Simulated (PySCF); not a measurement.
# [Hf(Cl)4] (charge 0, multiplicity 1)

The numbers are results of PBE-D3(BJ)/def2-TZVP // BP86-D3(BJ)/def2-SVP (PySCF), not measurements.

| Property | Value |
|---|---|
| HOMO | -8.32 eV |
| dipole moment | 0.001 e·Å |
| HOMO–LUMO gap | 5.26 eV |
| LUMO | -3.05 eV |
| charge on the central atom (Mulliken) | 1.09 e |
| total energy | -51388.32 eV |
| cost | around 90 core-seconds (rough) |

```xyz
5

Hf    -0.0062     0.0049    -0.0029
Cl    -0.2787     1.6942     1.5904
Cl     1.3005    -1.7144     0.8932
Cl    -2.1001    -0.8409    -0.6068
Cl     1.0509     0.8817    -1.8944
```
Charge 0, spin multiplicity 1.
